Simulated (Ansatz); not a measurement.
Base molecule (SMILES): [CH3][Al]([CH3])[F]. Geometries: B3LYP-D3(BJ)/def2-TZVP minima from Ansatz (a program for electronic structure). Valence correlation only, unless marked. UHF or UKS for open shells. Spin-orbit coupling is left out. The frozen core is the preceding noble-gas configuration, with the filled d and f shells of earlier blocks. Non-relativistic. CBS(X,Y): correlation extrapolated as X^-3; Hartree-Fock from the larger set. [CCSD(T)-MP2]/basis is that difference in the basis named. Vertical energies are electronic, to the SCF solution reached for that spin.

Levels, all with Ansatz: PBE/def2-TZVPD, and a column headed coupled cluster (CCSD(T) or an MP2 limit with a CCSD(T) correction), which has limits of its own: vertical ionisation energy to the doublet at RI-MP2/CBS(aug-cc-pV(T+d)Z,aug-cc-pV(Q+d)Z)+[CCSD(T)-MP2]/aug-cc-pV(T+d)Z.

```
property of the base                            coupled cluster   PBE
----------------------------------------------  ---------------  ----
vertical ionisation energy to the doublet (eV)            10.48  9.77
```

One change at a time; values at coupled cluster, with the shift from the base at coupled cluster and at PBE:
- Al replaced by Ga, giving [CH3][Ga]([CH3])[F]: vertical ionisation energy to the doublet 10.49 eV (+0.01; PBE +0.02).
- F replaced by Cl, giving [CH3][Al]([CH3])[Cl]: vertical ionisation energy to the doublet 10.38 eV (-0.10; PBE -0.26).
